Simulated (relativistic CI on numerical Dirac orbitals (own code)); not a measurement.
Magnetism of Tc2+, 4d5, in a crystal field

Calculated by Dirac-Coulomb-Breit CI, KLI orbitals optimised for each configuration, QED by a radiative potential, valence Slater integrals scaled by 0.7, one configuration in a parametric crystal field (own radial code).

Field parameters in Wybourne normalisation: Oh B⁴₀ = 21Dq, B⁴₄ = √(5/14) B⁴₀. The field is a parameter set, without covalency.

S is read from ⟨S²⟩ = S(S + 1).

Powder χT (cm³ K mol⁻¹) by Van Vleck's formula, with temperature-independent terms:

```csv
Field,2 K,5 K,10 K,20 K,50 K,100 K,200 K,300 K
"Oh, 10Dq = 4700 cm⁻¹",4.36,4.37,4.37,4.37,4.37,4.37,4.37,4.37
"Oh, 10Dq = 8500 cm⁻¹",4.23,4.34,4.35,4.36,4.36,4.36,4.36,4.36
"Oh, 10Dq = 12250 cm⁻¹",1.76,2.8,3.72,4.14,4.28,4.29,4.3,4.3
"Oh, 10Dq = 16000 cm⁻¹",0.518,0.521,0.526,0.536,0.566,0.616,0.717,0.817
"Oh, 10Dq = 19800 cm⁻¹",0.497,0.5,0.505,0.515,0.543,0.591,0.687,0.782
"Oh, 10Dq = 23550 cm⁻¹",0.483,0.486,0.491,0.5,0.528,0.575,0.669,0.761
"Oh, 10Dq = 27350 cm⁻¹",0.472,0.475,0.479,0.489,0.516,0.562,0.654,0.745
"Oh, 10Dq = 31100 cm⁻¹",0.463,0.466,0.47,0.48,0.507,0.552,0.643,0.732
```

Q: For Oh, 10Dq = 27350 cm⁻¹: what effective moment follows at 300 K?

A: μ_eff = √(8χT) = 2.44 μB. The ground level has S = 0.51; the spin-only moment for S = 1/2 is 1.73 μB. The difference comes from the orbital moment, spin-orbit mixing of terms and temperature-independent paramagnetism, all larger in this ionic model than in covalent complexes.
